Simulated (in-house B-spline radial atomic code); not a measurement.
Results of a calculation; reference values are marked as such.
## Making a Troullier-Martins s channel for Mg, r_c = 1.9 bohr

Mg, [Ne] 3s2, non-relativistic PBE, spherical and spin-unpolarised, from an all-electron radial atomic-structure program (B-spline basis) (atomic units). The all-electron 3s level is ε = -0.172681 hartree, its outermost node lies just inside 0.91 bohr and its outer maximum at 2.54 bohr.

Inside r_c the pseudo-orbital is u(r) = r^1 exp(p(r)), with p = c0 + c2 r² + c4 r⁴ + … + c12 r¹². The seven coefficients follow from p and its first four derivatives at r_c, from zero curvature of the screened potential at the origin, c4 = −c2²/(2l + 5), and from the norm inside r_c. At r_c the all-electron orbital has P = 0.5244934, P' = 0.2434775, the screened potential V = -0.6137664, V' = 0.5053064, V'' = -2.033625, and the norm inside is Q = 0.1422204.

(1) What are p, p' and p'' at r_c?

For a trial c2 the five matching conditions are linear in c0, c6, c8, c10 and c12, and c2 is varied until the norm inside r_c equals Q. The root nearest zero gives:

```tsv
n	c_n
0	-1.905479
2	0.3431561
4	-0.02355122
6	-0.001119943
8	-0.006914887
10	0.002135656
12	-0.000178859
```

(2) Check c4 and p(r_c), and find the screened pseudopotential at the origin.

Orbitals and screened potentials:

```json
{"r (bohr)": "0.19", "P": "-0.02058", "u": "0.02861", "V all-electron": "-40.0", "V pseudo": "0.8567"}
{"r (bohr)": "0.475", "P": "-0.2419", "u": "0.07625", "V all-electron": "-9.478", "V pseudo": "0.8496"}
{"r (bohr)": "0.76", "P": "-0.1085", "u": "0.1366", "V all-electron": "-3.898", "V pseudo": "0.7886"}
{"r (bohr)": "1.045", "P": "0.1076", "u": "0.218", "V all-electron": "-2.068", "V pseudo": "0.5464"}
{"r (bohr)": "1.33", "P": "0.2968", "u": "0.3232", "V all-electron": "-1.277", "V pseudo": "0.01461"}
{"r (bohr)": "1.615", "P": "0.4347", "u": "0.4362", "V all-electron": "-0.8625", "V pseudo": "-0.5559"}
{"r (bohr)": "1.9", "P": "0.5245", "u": "0.5245", "V all-electron": "-0.6138", "V pseudo": "-0.6138"}
```

Logarithmic derivatives P'/P at R = 2.2 bohr, for energies E around ε:

```json
{"E − ε (hartree)": "-0.5", "all-electron": "0.78408", "pseudo": "0.777189"}
{"E − ε (hartree)": "-0.25", "all-electron": "0.519375", "pseudo": "0.51703"}
{"E − ε (hartree)": "-0.1", "all-electron": "0.336805", "pseudo": "0.33628"}
{"E − ε (hartree)": "0", "all-electron": "0.202283", "pseudo": "0.202197"}
{"E − ε (hartree)": "0.1", "all-electron": "0.0552508", "pseudo": "0.0545635"}
{"E − ε (hartree)": "0.25", "all-electron": "-0.194535", "pseudo": "-0.199456"}
{"E − ε (hartree)": "0.5", "all-electron": "-0.722533", "pseudo": "-0.754712"}
```

(3) With P(R) = 0.5779514 and a norm of 0.2344944 inside R, what slope in energy does norm conservation fix?

Results:

(1) p = ln(P/r_c^1) = ln(0.5244934/1.9) = -1.28718. p' = P'/P − 1/r_c = 0.46421 − 0.52632 = -0.06210. The radial equation gives p'' = 2(V − ε) − 2(1) p'/r_c − p'² = -0.88217 − (-0.06537) − 0.00386 = -0.82066. Differentiating, p''' = 2V' + 2(1)p'/r_c² − 2(1)p''/r_c − 2p'p'' = 1.7381, and p'''' = 2V'' − 4(1)p'/r_c³ + 4(1)p''/r_c² − 2(1)p'''/r_c − 2p''² − 2p'p''' = -7.901.

(2) −c2²/5 = -0.0235512, as listed. The terms c_n r_c^n are -1.90548, 1.23879, -0.30692, -0.05269, -1.17439, 1.30939, -0.39587, which sum to -1.28718. Inverting the radial equation, V_l(r) = ε + 1 p'/r + (p'' + p'²)/2, so V_l(0) = ε + (2l + 3) c2 = -0.172681 + 3 × (0.343156) = 0.8568 hartree, finite where the all-electron potential diverges.

(3) d(P'/P)/dE = −2 × (norm inside R)/P(R)² = -1.4040 per hartree·bohr at E = ε, for both atoms, since orbital and norm agree at R. Differences over ±0.1 hartree give -1.4078 (all-electron) and -1.4086 (pseudo), which also hold third-order terms. Half a hartree below ε the two curves differ by -0.0069.
